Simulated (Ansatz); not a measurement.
Relaxation of a periodic cell of 17 atoms, LiBe16 (host Be, host structure hcp, interstitial Li), to a largest force component of 0.03 eV/Å in at most 60 steps.

The calculation used DFT PBE-D3(BJ), scalar-relativistic, plane waves, PAW (Ansatz 0.2.0). Settings: cutoff 420 eV, k mesh 4x4x3, gaussian smearing 0.1 eV, no spin polarisation.

```xyz
17
Lattice="-2.2900 -3.9664 0.0000 3.4350 -1.9832 0.0000 0.0000 0.0000 7.1769" Properties=species:S:1:pos:R:3
Be 0.000 -3.966 0.000
Be 0.000 -2.644 1.794
Be 0.000 -3.966 3.588
Be 0.000 -2.644 5.383
Be -1.145 -1.983 0.000
Be 2.290 -2.644 1.794
Be -1.145 -1.983 3.588
Be 2.290 -2.644 5.383
Be 1.145 -1.983 0.000
Be 1.145 -0.661 1.794
Be 1.145 -1.983 3.588
Be 1.145 -0.661 5.383
Be 0.000 0.000 0.000
Be 1.145 -4.627 1.794
Be 0.000 0.000 3.588
Be 1.145 -4.627 5.383
Li 1.142 -3.307 6.320
```

Problem. Where does it end, and by what steps?

Solution. The forces met the threshold. Limits of this set-up: coarse k mesh. After 17 steps the energy has fallen by 4.607 eV; Be1 moved furthest, 1.13 Å.

| step | energy less start (eV) | largest force component (eV/Å) | accepted |
| --- | --- | --- | --- |
| 0 | 0.0000 | 4.144 | yes |
| 1 | -1.9708 | 2.546 | yes |
| 2 | -3.6287 | 0.516 | yes |
| 3 | -3.6207 | 0.745 | no |
| 4 | -3.8255 | 0.232 | yes |
| 5 | -3.8868 | 0.149 | yes |
| 6 | -3.8739 | 0.406 | no |
| 7 | -3.9191 | 0.219 | yes |
| 8 | -3.9467 | 0.150 | yes |
| 9 | -3.9947 | 0.217 | yes |
| 10 | -3.9991 | 0.558 | yes |
| 11 | -4.2745 | 0.369 | yes |
| 12 | -4.3512 | 0.858 | yes |
| 13 | -4.5252 | 0.247 | yes |
| 14 | -4.5921 | 0.158 | yes |
| 15 | -4.6037 | 0.047 | yes |
| 16 | -4.5989 | 0.117 | no |
| 17 | -4.6068 | 0.029 | yes |

```xyz
17
Lattice="-2.2900 -3.9664 0.0000 3.4350 -1.9832 0.0000 0.0000 0.0000 7.1769" Properties=species:S:1:pos:R:3
Be -1.081 -3.653 -0.053
Be 0.083 -2.629 1.779
Be 0.201 -3.997 3.536
Be 0.082 -2.630 5.297
Be -0.825 -1.770 -0.048
Be 2.302 -2.697 1.783
Be -1.004 -2.011 3.538
Be 2.303 -2.697 5.297
Be 1.029 -1.740 -0.052
Be 1.423 -0.735 1.768
Be 1.262 -1.986 3.538
Be 1.422 -0.734 5.304
Be -0.603 0.223 -0.047
Be 1.401 -4.747 1.774
Be 0.156 -0.050 3.538
Be 1.399 -4.748 5.302
Li 0.751 -3.728 7.126
```

Whether the end is a true minimum wasn't checked by a vibrational analysis.

Time of the run: 3 min on 1 thread of Arm Neoverse V1 (shared host), peak memory 0.38 GiB.
